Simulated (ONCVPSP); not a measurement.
**Before and after: ONCV potential for zinc**

Zn (Z = 30), optimised norm-conserving Vanderbilt (ONCV), made with ONCVPSP 4.0.1 (LDA (Perdew-Zunger), scalar-relativistic). Core [Ar], reference 3d10 4s2. Waves: 4s: rc 1.70 bohr, ncon 4, nbas 9, qcut 4.2 1/bohr, 3 projectors, debl 1.9 Ha; p scattering state at 0.07 Ha: rc 1.80 bohr, ncon 3, nbas 8, qcut 4.4 1/bohr, 2 projectors, debl 3.3 Ha; 3d: rc 0.75 bohr, ncon 3, nbas 7, qcut 21.3 1/bohr, 2 projectors, debl 3.3 Ha. Local part: polynomial inside 0.55 bohr (lpopt 1, dvloc0 6 Ha). Core correction: none.

All-electron outer shells of the reference configuration (LDA (Perdew-Zunger), scalar-relativistic, ld1.x):

```json
{"shell": "3p", "level (eV)": "-83.26", "outermost node (bohr)": "0.25", "outermost maximum (bohr)": "0.59"}
{"shell": "3d", "level (eV)": "-10.42", "outermost node (bohr)": "–", "outermost maximum (bohr)": "0.56"}
{"shell": "4s", "level (eV)": "-6.23", "outermost node (bohr)": "0.85", "outermost maximum (bohr)": "2.09"}
```

Change: d: rc 0.58.

Cutoffs: the cutoffs (Ha) at which the residual kinetic energy of the hardest occupied pseudo-wave falls to 1 and 0.1 mHa per electron; they do not see the model core or the augmentation charge, which bear on the density cutoff. Errors are all-electron minus pseudo energies relative to the spin-unpolarised reference configuration.

Question: What does the change do?

Answer: The potential gets harder (163 Ha and 185 Ha → 195 Ha and 225 Ha); both files keep a bound ghost (s); the errors of the 4 common tests hardly move. A smaller radius makes the pseudo-wave follow the all-electron one further in, where it bends more sharply, so more plane waves are needed.

```tsv
quantity	base	changed
cutoff, loose	163 Ha	195 Ha
cutoff, tight	185 Ha	225 Ha
loose cutoff by channel	s 6.4 Ha, d 163 Ha	s 6.4 Ha, d 195 Ha
bound ghosts	s	s
GHOST(+) flags under 300 eV	p at 14.9 eV	p at 14.9 eV
error for 3d10 4s1, meV [ΔE 10.19 eV]	-5.7	-5.8
error for 3d10 4s0, meV [ΔE 28.96 eV]	-25	-25
error for 3d9 4s0, meV [ΔE 69.85 eV]	+85	+89
error for 3d10 4s1.5, meV [ΔE 4.08 eV]	-1.4	-1.4
s: phases at 1.72 bohr within 0.05 rad from the reference energy up to (Ha; the scan ends near 5)	to the end of the scan	to the end of the scan
p: phases at 1.83 bohr within 0.05 rad from the reference energy up to (Ha; the scan ends near 5)	n/a	n/a
```

 A true bound ghost makes a file unfit for plane-wave use even where its test errors are small: the radial tests pick states by their node count and pass the ghost by.
